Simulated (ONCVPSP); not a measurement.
Ta (Z = 73): ONCV pseudisation with PBEsol, scalar-relativistic reference atom.

Ta, optimised norm-conserving Vanderbilt (ONCV), made with ONCVPSP 4.0.1 (PBEsol, scalar-relativistic). Core [Kr] 4d10 4f14, reference 5s2 5p6 5d3 6s2. Waves: 5s+6s: rc 2.05 bohr, ncon 3, nbas 8, qcut 6.8 1/bohr, 2 projectors; 5p: rc 1.85 bohr, ncon 4, nbas 8, qcut 6.7 1/bohr, 2 projectors, debl 2.4 Ha; 5d: rc 2.90 bohr, ncon 5, nbas 10, qcut 5.8 1/bohr, 3 projectors, debl 3.5 Ha. Local part: polynomial inside 1.60 bohr (lpopt 5, dvloc0 6 Ha). Core correction: none.

All-electron outer shells of the reference configuration (PBEsol, scalar-relativistic, ld1.x):

| shell | level (eV) | outermost node (bohr) | outermost maximum (bohr) |
| --- | --- | --- | --- |
| 5s | -73.03 | 0.54 | 0.98 |
| 5p | -39.42 | 0.58 | 1.13 |
| 4f | -24.73 | – | 0.44 |
| 6s | -5.47 | 1.32 | 2.78 |
| 5d | -3.62 | 0.65 | 1.58 |

What the tests gave:

| Property | Result |
| --- | --- |
| Cutoffs needed | 13 Ha and 17 Ha (the cutoffs (Ha) at which the residual kinetic energy of the hardest occupied pseudo-wave falls to 1 and 0.1 mHa per electron) |
| Ghost test | no bound ghost flagged; no localised positive-energy state flagged |
| Largest excitation error | -629 meV (all-electron minus pseudo) for 5s1 5p6 5d3 6s2, out of 4 test configurations |

Generation and tests took about 5.7 s on one core of a shared server CPU.
